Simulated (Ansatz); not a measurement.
Geometry optimisation, Ansatz 0.2.0, DFT PBEsol, scalar-relativistic, plane waves, PAW.

The input (input.yaml):

```yaml
accuracy: low
crystal:
  lattice:
    - [5.360108, 0.0, 0.0]
    - [0.0, 5.360108, 0.0]
    - [0.0, 0.0, 5.360108]
  atoms:
    - { symbol: O, position: [0.6684608, 0.5303661, 0.8740191] }
    - { symbol: H, position: [0.7321777, 0.6237813, 0.733073] }
    - { symbol: H, position: [0.6631179, 0.3597995, 0.8146008] }
    - { symbol: O, position: [0.1558989, 0.1963823, 0.3300613] }
    - { symbol: H, position: [0.2541756, 0.2006728, 0.4816375] }
    - { symbol: H, position: [0.2220784, 0.3323848, 0.2311896] }
    - { symbol: O, position: [0.1226778, 0.7858328, 0.832609] }
    - { symbol: H, position: [0.2187311, 0.9370738, 0.8561028] }
    - { symbol: H, position: [0.0787962, 0.735395, 1.0004853] }
    - { symbol: O, position: [0.4140982, 0.7539991, 0.4277086] }
    - { symbol: H, position: [0.5878465, 0.7103342, 0.4041092] }
    - { symbol: H, position: [0.3466776, 0.757221, 0.2600896] }
    - { symbol: F, position: [0.7572248, 0.068894, 0.1103662] }
    - { symbol: H, position: [0.7745008, 0.047693, -0.0617038] }
basis:
  ecutwfc: 420.0
kpoints:
  mp_grid: { grid: [1, 1, 1] }
hamiltonian:
  xc: pbesol
scf:
  occupations: { method: fermi_dirac, width: 0.02 }
  lower_state_search: "off"
relax:
  f_tol: 0.3
  max_steps: 15
  adjacent_minimum: "off"
```

Launched with:

```bash
$ ansatz run input.yaml --threads 1 --pin off --max-ram 3072MiB --backend cpu --events-out ev --progress --plain --runs-dir out
```

**Question.** Where does it end, and by what steps?

**Answer.** The forces met the threshold. The threshold is loose, so the end isn't yet a minimum. Limits of this set-up: coarse k mesh, low accuracy level. After 12 steps the energy has fallen by 3.054 eV; H9 moved furthest, 1.24 Å.

```tsv
step	energy less start (eV)	largest force component (eV/Å)	accepted
0	0.0000	0.536	yes
1	-0.4172	1.760	yes
2	-0.7462	2.113	yes
3	-1.1368	1.384	yes
4	-1.4172	1.408	yes
5	-1.6665	0.881	yes
6	-1.9664	0.960	yes
7	-2.2692	2.025	yes
8	-2.5304	1.939	yes
9	-2.7251	1.318	yes
10	-2.8979	0.313	yes
11	-3.0119	0.386	yes
12	-3.0541	0.198	yes
```

```xyz
14
Lattice="5.3601 0.0000 0.0000 0.0000 5.3601 0.0000 0.0000 0.0000 5.3601" Properties=species:S:1:pos:R:3
O 3.976 3.250 4.245
H 3.523 3.249 3.340
H 3.888 2.351 4.677
O 1.315 0.295 2.117
H 0.938 0.255 3.034
H 1.698 1.188 1.997
O 0.131 5.149 4.659
H 0.761 5.040 5.401
H -0.410 4.243 4.490
O 2.678 3.400 1.983
H 3.142 3.349 1.128
H 2.258 4.317 2.000
F 3.720 1.121 0.206
H 4.525 0.528 -0.179
```

Whether the end is a true minimum wasn't checked by a vibrational analysis.

Run time: 13 s on 1 thread of Arm Neoverse V1 (shared host), peak memory 0.29 GiB.
